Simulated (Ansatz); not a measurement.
Program: Ansatz. Geometries: PBE0-D4/def2-TZVP. ΔE: electronic, gas phase. CBS: MP2 limit from def2 TZ/QZ plus the TZ coupled-cluster correction, frozen cores. This one scheme is used for every species. Functionals use def2-TZVPP. One conformer a species, not always the lowest.

Reaction (ligand exchange at the Si–N bond): `[SiH3]N[SiH2][SiH2]Cl` + H–F → `F[SiH2][SiH2]Cl` + `N[SiH3]`

```csv
species,PBE-D4 energy (Eh)
`[SiH3]N[SiH2][SiH2]Cl`,-1387.68535
H–F,-100.39347
`F[SiH2][SiH2]Cl`,-1141.02811
`N[SiH3]`,-347.07433
```

Work out ΔE.

ΔE = (-1141.02811) + (-347.07433) − (-1387.68535) − (-100.39347) = -0.02362 Eh = -62.0 kJ/mol. CCSD(T)/CBS gives -63.0 kJ/mol.

Largest T1 diagnostic among the species: 0.011.

The D4 term adds +19.5 kJ/mol with B3LYP and +11.1 kJ/mol with PBE0; it sums over pairs of atoms, weighted by their polarisabilities, and B3LYP, whose exchange is more repulsive, gets the larger term. In def2-TZVPP, CCSD(T) changes the Hartree–Fock value by +27.9 kJ/mol (the triples alone add +4.0 kJ/mol) and MP2 by +30.8 kJ/mol.

B3LYP here is the variant with VWN-RPA as its local correlation; programs differ in this.
